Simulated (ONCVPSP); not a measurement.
**oxygen: ONCV pseudisation with revPBE, scalar-relativistic reference atom.**

```
Element                 : O
Generator               : ONCVPSP 4.0.1
Type                    : optimised norm-conserving Vanderbilt (ONCV)
Functional              : revPBE
Relativity              : scalar-relativistic
Frozen core             : [He]
Valence charge          : 6
Reference configuration : 2s2 2p3.5 (charge +0.5)
Partial waves           : 2s: rc 0.65 bohr, ncon 5, nbas 9, qcut 11.7 1/bohr, local; 2p: rc 1.25 bohr, ncon 3, nbas 8, qcut 9.5 1/bohr, 2 projectors, debl 0.7 Ha; d scattering state at 0.22 Ha: rc 1.15 bohr, ncon 4, nbas 7, qcut 8.7 1/bohr, 2 projectors, debl 1.4 Ha
Local potential         : the s channel
Core correction         : Teter function, fcfact 2.75, rcfact 1.2
```

Poles of the logarithmic derivatives, all-electron (AE) and pseudo (PS). s: poles at no energy (AE) and no energy (PS) Ha. p: poles at 0.8 (AE) and 0.8 (PS) Ha. d: poles at no energy (AE) and no energy (PS) Ha. Test radii: s 0.66, p 1.27, d 1.16 bohr.

- Cutoffs needed: 247 Ha and 509 Ha (the cutoffs (Ha) at which the residual kinetic energy of the hardest occupied pseudo-wave falls to 1 and 0.1 mHa per electron)
- Ghost test: no bound ghost flagged; no localised positive-energy state flagged
- Largest excitation error: +94 meV (all-electron minus pseudo) for 2s2 2p2, out of 4 test configurations
- rms error of d²Exc/dni dnj: 1.76 mHa without and 1.91 mHa with the model core
